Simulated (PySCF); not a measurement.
**Radial density of Mn (manganese, neutral)**

UHF, [Ar] 3d5 4s2, high-spin 6S determinant. Computed with PySCF 2.14 in jorge-DZP-DKH, with the spin-free X2C one-electron Hamiltonian (Gaussian nucleus).

```csv
r (bohr),4πr²ρ (e/bohr),4πr²(ρα − ρβ)
0.00134,0.3174,0.0000
0.00225,0.7886,0.0000
0.00378,1.925,0.0000
0.00636,4.514,-0.0001
0.0107,9.790,-0.0003
0.0180,18.51,-0.0007
0.0303,27.79,-0.0018
0.0509,29.23,-0.0055
0.0856,23.25,-0.0142
0.144,29.07,0.0081
0.242,30.07,0.3837
0.408,12.52,2.1604
0.686,14.98,4.2540
1.15,8.599,3.2648
1.94,1.855,1.0674
3.26,0.6423,0.0296
5.49,0.1429,-0.0334
9.23,0.003319,-0.0015
```

Densities and radii are taken from the X2C orbitals without a picture-change correction, which distorts them close to the nucleus.

Question: Where is the radial spin density 4πr²(ρα − ρβ) most negative, and why is it negative at all?

Answer: Around r = 5.49 bohr, down to -0.0334 e/bohr: exchange with the open shell polarises the paired shells in an unrestricted calculation.
